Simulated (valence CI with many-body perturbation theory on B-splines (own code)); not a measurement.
Dy XXXVI: calculated level list

Calculated by relativistic CI+MBPT: three valence electrons over a frozen Dirac-Fock core [Ar] 3d10, radial functions for each j: 11 s, 11 p, 9 d, 7 f, 5 g, 2 h, 1 i, with the one-electron correlation potential Σ1, the two-electron term Σ2, the three-electron term Σ3, Breit, model QED; selected CI, second order for the rest (own B-spline code, finite nucleus).

No measured spectrum was set against this ion. As an estimate, large intervals hold to a few tenths of a per cent, small ones and those within an open d or f shell to about a per cent.

Levels 46 to 67 of 67, with energies above the lowest level, (4s^2 4p1/2) J=1/2. "Leading %" is the weight of the configuration and term that name the level; weights of strongly mixed levels are sums over their largest components and can fall short. In the jj column 3d3/2^4 stands for four electrons in 3d with j = 3/2.

| No. | Configuration | Term | J | E (× 10³ cm⁻¹) | Leading % | Second component | Leading jj |
| --- | --- | --- | --- | --- | --- | --- | --- |
| 46 | 4p2 4d | 2G | 7/2 | 3098.4 | 44 | 25 % 4p2 4d 2F | 4p1/2 4p3/2 4d3/2 (84 %) |
| 47 | 4p2 4d | 4F | 3/2 | 3101.8 | 38 | 30 % 4p2 4d 2P | 4p1/2 4p3/2 4d3/2 (96 %) |
| 48 | 4p2 4d | 4D | 1/2 | 3106.5 | 82 | 15 % 4p2 4d 2P | 4p1/2 4p3/2 4d3/2 (99 %) |
| 49 | 4p2 4d | 4D | 7/2 | 3170.0 | 38 | 36 % 4p2 4d 4F | 4p1/2 4p3/2 4d5/2 (86 %) |
| 50 | 4p2 4d | 2F | 5/2 | 3191.0 | 25 | 22 % 4p2 4d 2D | 4p1/2 4p3/2 4d3/2 (66 %) |
| 51 | 4p2 4d | 2G | 9/2 | 3202.7 | 54 | 37 % 4p2 4d 4F | 4p1/2 4p3/2 4d5/2 (90 %) |
| 52 | 4p2 4d | 2D | 3/2 | 3202.8 | 41 | 26 % 4p2 4d 2P | 4p1/2 4p3/2 4d3/2 (68 %) |
| 53 | 4p2 4d | 4P | 1/2 | 3226.3 | 40 | 27 % 4p2 4d 2P | 4p1/2 4p3/2 4d3/2 (93 %) |
| 54 | 4p2 4d | 4D | 5/2 | 3229.9 | 24 | 19 % 4p2 4d 2F | 4p1/2 4p3/2 4d5/2 (66 %) |
| 55 | 4p2 4d | 2P | 3/2 | 3237.7 | 47 | 42 % 4p2 4d 4P | 4p1/2 4p3/2 4d5/2 (69 %) |
| 56 | 4p2 4d | 2F | 7/2 | 3241.9 | 33 | 15 % 4s 4p 4f 2G | 4p1/2 4p3/2 4d5/2 (62 %) |
| 57 | 4p2 4d | 2D | 5/2 | 3252.9 | 30 | 29 % 4s 4p 4f 4G | 4p1/2 4p3/2 4d5/2 (48 %) |
| 58 | 4s 4p 4f | 4G | 5/2 | 3264.5 | 34 | 15 % 4p2 4d 4P | 4p1/2 4p3/2 4d5/2 (40 %) |
| 59 | 4s 4p 4f | 4G | 7/2 | 3277.1 | 54 | 21 % 4s 4p 4f 4F | 4s 4p1/2 4f5/2 (48 %) |
| 60 | 4s 4p 4f | 4F | 3/2 | 3301.5 | 57 | 24 % 4s 4p 4f 2D | 4s 4p1/2 4f5/2 (88 %) |
| 61 | 4s 4p 4f | 4F | 5/2 | 3307.7 | 35 | 28 % 4s 4p 4f 4D | 4s 4p1/2 4f5/2 (55 %) |
| 62 | 4s 4p 4f | 4G | 9/2 | 3311.4 | 34 | 31 % 4s 4p 4f 2G | 4s 4p1/2 4f7/2 (86 %) |
| 63 | 4s 4p 4f | 4D | 7/2 | 3316.1 | 46 | 24 % 4s 4p 4f 2F | 4s 4p1/2 4f7/2 (75 %) |
| 64 | 4p2 4d | 2D | 3/2 | 3330.0 | 66 | 12 % 4p2 4d 2P | 4p1/2 4p3/2 4d5/2 (88 %) |
| 65 | 4p2 4d | 2P | 1/2 | 3336.4 | 63 | 30 % 4p2 4d 2S | 4p1/2 4p3/2 4d5/2 (92 %) |
| 66 | 4s 4p 4f | 2G | 7/2 | 3396.5 | 41 | 22 % 4p2 4d 2G | 4s 4p1/2 4f7/2 (40 %) |
| 67 | 4s 4p 4f | 2F | 5/2 | 3428.5 | 22 | 22 % 4s 4p 4f 2D | 4s 4p1/2 4f7/2 (33 %) |
